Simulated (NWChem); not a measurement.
Program: NWChem. System: C₃H₃ (+1), charge 1, spin multiplicity 1, at a geometry optimised with PBE0/def2-SVP. The structure started from a generated list of species. Level: TD-B3LYP/def2-SVPD, VWN1-RPA local correlation.

Input file:

```
start mol
memory heap 200 mb stack 900 mb global 1100 mb
charge 1
geometry units angstroms nocenter noautoz
  C      0.000000     0.000000     1.338906
  C      0.000000     0.000000     0.103626
  C      0.000000     0.000000    -1.244390
  H      0.000000     0.000000     2.426221
  H      0.946812     0.000000    -1.807537
  H     -0.946812     0.000000    -1.807537
  symmetry group C2v
end
basis spherical
  * library def2-svpd
end
dft
  xc b3lyp
  semidirect memsize 60000000 filesize 0
  iterations 100
end
tddft
  rpa
  nroots 5
  notriplet
  thresh 1e-4
end
task tddft energy
```

NWChem printed:

```
             Northwest Computational Chemistry Package (NWChem) 7.3.0
             --------------------------------------------------------

                                NWChem Input Module
                                -------------------

 Scaling coordinates for geometry "geometry" by  1.889725989
 (inverse scale =  0.529177249)

 Turning off AUTOSYM since
 SYMMETRY directive was detected!

                             Geometry "geometry" -> ""
                             -------------------------

 Output coordinates in angstroms (scale by  1.889725989 to convert to a.u.)

  No.       Tag          Charge          X              Y              Z
 ---- ---------------- ---------- -------------- -------------- --------------
    1 C                    6.0000     0.00000000     0.00000000     1.33890600
    2 C                    6.0000     0.00000000     0.00000000     0.10362600
    3 C                    6.0000     0.00000000     0.00000000    -1.24439000
    4 H                    1.0000     0.00000000     0.00000000     2.42622100
    5 H                    1.0000     0.94681200     0.00000000    -1.80753700
    6 H                    1.0000    -0.94681200     0.00000000    -1.80753700

 Effective nuclear repulsion energy (a.u.)      53.2782610170

            Nuclear Dipole moment (a.u.)
            ----------------------------
        X                 Y               Z
 ---------------- ---------------- ----------------
     0.0000000000     0.0000000000    -0.0000018897

      Symmetry information
      --------------------

 Group name             C2v
 Group number             16
 Group order               4
 No. of unique centers     5

      Symmetry unique atoms

     1    2    3    4    5


 Summary of "ao basis" -> "" (spherical)
 ------------------------------------------------------------------------------
       Tag                 Description            Shells   Functions and Types
 ---------------- ------------------------------  ------  ---------------------
 *                         def2-svpd                  on all atoms

                                 NWChem DFT Module
                                 -----------------

 Summary of "ao basis" -> "ao basis" (spherical)
 ------------------------------------------------------------------------------
       Tag                 Description            Shells   Functions and Types
 ---------------- ------------------------------  ------  ---------------------
 C                         def2-svpd                 8       20   4s2p2d
 H                         def2-svpd                 4        8   2s2p

 Summary of "ao basis" -> "ao basis" (spherical)
 ------------------------------------------------------------------------------
       Tag                 Description            Shells   Functions and Types
 ---------------- ------------------------------  ------  ---------------------
 C                         def2-svpd                 8       20   4s2p2d
 H                         def2-svpd                 4        8   2s2p

      Symmetry analysis of basis
      --------------------------

        a1         40
        a2          8
        b1         20
        b2         16

            General Information
            -------------------
          SCF calculation type: DFT
          Wavefunction type:  closed shell.
          No. of atoms     :     6
          No. of electrons :    20
           Alpha electrons :    10
            Beta electrons :    10
          Charge           :     1
[...]
    1      5       0     0.42E+00   0.10+100        2.5
    2     15       0     0.12E+00   0.68E-01        4.0
    3     25       0     0.52E-01   0.30E-01        4.0
    4     35       1     0.62E-02   0.45E-02        4.2
    5     43       2     0.64E-03   0.31E-04        3.9
    6     49       3     0.17E-03   0.20E-06        3.0
    7     53       5     0.57E-04   0.11E-07        2.3
  ----  ------  ------  ---------  ---------  ---------
  Convergence criterion met

  Ground state a1       -115.605439196348 a.u.

  ----------------------------------------------------------------------------
  Root   1 singlet a2             0.081460272 a.u.                2.2166 eV
  ----------------------------------------------------------------------------
     Transition Moments    X -0.00000   Y -0.00000   Z -0.00000
     Transition Moments   XX  0.00000  XY  0.59528  XZ  0.00000
     Transition Moments   YY  0.00000  YZ -0.00000  ZZ  0.00000
     Dipole Oscillator Strength                    0.0000000000
     Electric Quadrupole                           0.0000000010
     Magnetic Dipole                               0.0000007844
     Total Oscillator Strength                     0.0000007854

          sigma_e =   1.6405 Angstrom
          sigma_h =   1.3356 Angstrom
         |d_h->e| =   0.6310 Angstrom
            d_exc =   2.2000 Angstrom
            d_CD1 =   0.9358 Angstrom
            d_CD2 =  -0.8571 Angstrom
            d_CD3 =   2.8310 Angstrom
     Pearson C.C. =   0.0075

     Occ.   10  b1  ---  Virt.   11  b2   0.99977 X
  ----------------------------------------------------------------------------
  Root   2 singlet a1             0.195420378 a.u.                5.3177 eV
  ----------------------------------------------------------------------------
     Transition Moments    X -0.00000   Y  0.00000   Z  0.95969
     Transition Moments   XX -0.11335  XY  0.00000  XZ -0.00000
     Transition Moments   YY -0.01199  YZ  0.00000  ZZ -0.32523
     Dipole Oscillator Strength                    0.1199890155
     Electric Quadrupole                           0.0000000010
     Magnetic Dipole                               0.0000000000
     Total Oscillator Strength                     0.1199890165

          sigma_e =   1.6726 Angstrom
          sigma_h =   1.3295 Angstrom
         |d_h->e| =   0.0185 Angstrom
            d_exc =   2.1235 Angstrom
            d_CD1 =   0.3617 Angstrom
            d_CD2 =  -1.4825 Angstrom
            d_CD3 =   2.1420 Angstrom
     Pearson C.C. =   0.0127

     Occ.    9  b2  ---  Virt.   11  b2   0.92758 X
     Occ.    9  b2  ---  Virt.   11  b2  -0.13983 Y
     Occ.    9  b2  ---  Virt.   13  b2   0.08486 X
     Occ.   10  b1  ---  Virt.   12  b1   0.38147 X
     Occ.   10  b1  ---  Virt.   12  b1   0.05295 Y
     Occ.   10  b1  ---  Virt.   21  b1  -0.05166 X
  ----------------------------------------------------------------------------
  Root   3 singlet a2             0.254627492 a.u.                6.9288 eV
  ----------------------------------------------------------------------------
     Transition Moments    X -0.00000   Y -0.00000   Z -0.00000
     Transition Moments   XX -0.00000  XY -0.49570  XZ  0.00000
     Transition Moments   YY  0.00000  YZ  0.00000  ZZ -0.00000
     Dipole Oscillator Strength                    0.0000000000
     Electric Quadrupole                           0.0000000216
     Magnetic Dipole                               0.0000017974
     Total Oscillator Strength                     0.0000018190

          sigma_e =   1.6174 Angstrom
          sigma_h =   1.1631 Angstrom
         |d_h->e| =   1.0533 Angstrom
            d_exc =   2.2201 Angstrom
            d_CD1 =   1.5076 Angstrom
            d_CD2 =  -0.3369 Angstrom
            d_CD3 =   3.2735 Angstrom
     Pearson C.C. =   0.0397

     Occ.    8  b1  ---  Virt.   11  b2   0.99477 X
     Occ.    8  b1  ---  Virt.   13  b2  -0.05024 X
     Occ.   10  b1  ---  Virt.   13  b2   0.07076 X
  ----------------------------------------------------------------------------
  Root   4 singlet b2             0.285440785 a.u.                7.7672 eV
  ----------------------------------------------------------------------------
     Transition Moments    X -0.00000   Y  0.22951   Z  0.00000
     Transition Moments   XX  0.00000  XY -0.00000  XZ -0.00000
     Transition Moments   YY -0.00000  YZ -0.36659  ZZ  0.00000
     Dipole Oscillator Strength                    0.0100235026
     Electric Quadrupole                           0.0000000166
     Magnetic Dipole                               0.0000007975
     Total Oscillator Strength                     0.0100243167

          sigma_e =   1.6190 Angstrom
          sigma_h =   1.6153 Angstrom
         |d_h->e| =   0.2608 Angstrom
            d_exc =   2.2682 Angstrom
            d_CD1 =   0.2645 Angstrom
            d_CD2 =  -1.3563 Angstrom
            d_CD3 =   2.5291 Angstrom
     Pearson C.C. =   0.0294

     Occ.    7  a1  ---  Virt.   11  b2   0.99555 X
  ----------------------------------------------------------------------------
  Root   5 singlet a2             0.299879049 a.u.                8.1601 eV
  ----------------------------------------------------------------------------
     Transition Moments    X  0.00000   Y -0.00000   Z -0.00000
     Transition Moments   XX -0.00000  XY  0.03677  XZ -0.00000
     Transition Moments   YY  0.00000  YZ  0.00000  ZZ -0.00000
     Dipole Oscillator Strength                    0.0000000000
     Electric Quadrupole                           0.0000000002
     Magnetic Dipole                               0.0000000694
     Total Oscillator Strength                     0.0000000696

          sigma_e =   1.6240 Angstrom
          sigma_h =   1.2953 Angstrom
         |d_h->e| =   0.2778 Angstrom
            d_exc =   2.1130 Angstrom
            d_CD1 =   0.6066 Angstrom
            d_CD2 =  -1.1818 Angstrom
            d_CD3 =   2.3908 Angstrom
     Pearson C.C. =  -0.0172

     Occ.    8  b1  ---  Virt.   11  b2  -0.06370 X
     Occ.    9  b2  ---  Virt.   12  b1   0.94957 X
     Occ.   10  b1  ---  Virt.   13  b2   0.30368 X

              Target root =      1
          Target symmetry = none
      Ground state energy =   -115.605439196348
        Excitation energy =      0.081460271588
     Excited state energy =   -115.523978924760

  stored tddft:energy   -115.52397892475963

 Task  times  cpu:       26.4s     wall:       26.4s

 Total times  cpu:       26.4s     wall:       26.4s
```
